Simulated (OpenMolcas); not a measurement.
An OpenMolcas run meant for Ni³⁺ (ANO-L-VDZP, non-relativistic; inactive shells 1s 2s 2p 3s 3p; intended active space 7 electrons in 5 orbitals (3d)). One step of its input:

```
&CASPT2
Multistate=10 1 2 3 4 5 6 7 8 9 10
Frozen=2 3
IPEA=0.25
Imaginary=0.1
MaxIter=60
WThr=0.0 0.3 0.05
PrWF=0.5
NoMix
Deleted=6 8
```

The run finished. Its levels beside those of a sound run (MS-CASPT2, IPEA 0.25 Eh, imaginary shift 0.1 Eh (closed shells correlated: 3s 3p)), in eV above each run's lowest level:

```
        Level  This run  Usual run
   3d7 4F 9/2    0.0000     0.0000
   3d7 4F 7/2    0.1526     0.1529
   3d7 4F 5/2    0.2629     0.2634
   3d7 4F 3/2    0.3378     0.3385
   3d7 4P 5/2    2.5432     2.4740
   3d7 4P 3/2    2.5499     2.4933
   3d7 2G 9/2    2.6871     2.5542
   3d7 4P 1/2    2.6503     2.5854
   3d7 2G 7/2    2.8290     2.6981
   3d7 2P 3/2    3.0247     3.0385
   3d7 2P 1/2    3.1378     3.1578
3d7 2D 5/2(1)    3.4500     3.4936
  3d7 2H 11/2    3.8107     3.5508
   3d7 2H 9/2    3.9378     3.6802
```

Question: Which setting is unsound, and how much does it matter here?

Answer: Nearly half of the orbitals are deleted from the virtual space, which removes much of the correlation energy. Against the sound run the excited levels shown move by 650 cm-1 on average and by 2100 cm-1 at most.

Term energies are means over components that CASPT2 splits; among the terms shown or strongly mixed into the levels shown the widest spread is 860 cm-1 (3d7 4F, the sound run). The basis is small and was not contracted for so high a charge. Some levels mix across a computed gap that differs much from the measured one, so their mixing is not that of the real levels (holds for this run). Some terms miss by over 15 % even with CASPT2, which points to a basis or an active space too small for the shells correlated (holds for this run). Only configurations of the active space appear.

A number in round brackets counts repeated terms of one configuration in the order of the reference energies.
